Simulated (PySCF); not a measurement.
(Cl2Al-mu-H)2.
Cartesian coordinates in Å at the PBE0-D3(BJ)/def2-SVP level; atoms count from 1:
```
atom  x, y, z in Å
Al1   -0.696   -0.480    0.942
Cl2   -1.547   -2.368    0.705
Cl3   -0.939    0.692    2.647
H4     0.968   -0.503    0.459
Al5    0.733    0.459   -0.964
Cl6    0.966   -0.713   -2.670
Cl7    1.585    2.346   -0.723
H8    -0.931    0.481   -0.479
```

Method used: PBE0-D3(BJ)/def2-SVP geometry optimisation, gas phase in PySCF.

Q: Which atoms are bound to Al1, and at what distances?

A: 4 atoms: H8 1.732 Å, H4 1.733 Å, Cl3 2.083 Å, Cl2 2.084 Å. The nearest atom not counted as bound is Al5, at 2.56 Å.

Q: List the angles at Al1.

A: 
```csv
angle,degrees,distance of the outer atoms (Å)
Cl2–Al1–Cl3,123.7,3.68
Cl2–Al1–H8,110.8,3.15
Cl2–Al1–H4,110.4,3.14
Cl3–Al1–H4,110.3,3.14
Cl3–Al1–H8,110.1,3.13
H4–Al1–H8,84.8,2.34
```

Q: Describe the arrangement about Al1 in numbers.

A: Angles from 84.8° to 123.7°; τ4 = (360° − α − β)/141° = 0.89 with α and β the two widest (0 for a square, 1 for a tetrahedron).

Q: Give some angles away from the centre.

A: Al1–H4–Al5 95.3°.

Q: What are the rotational constants (commonest isotopes, rigid rotor)?

A: A = 1063, B = 626.8, C = 396.0 MHz: an asymmetric top.

Point group: D2h (tolerance 0.08 Å). Charge 0, singlet. No frequency check.
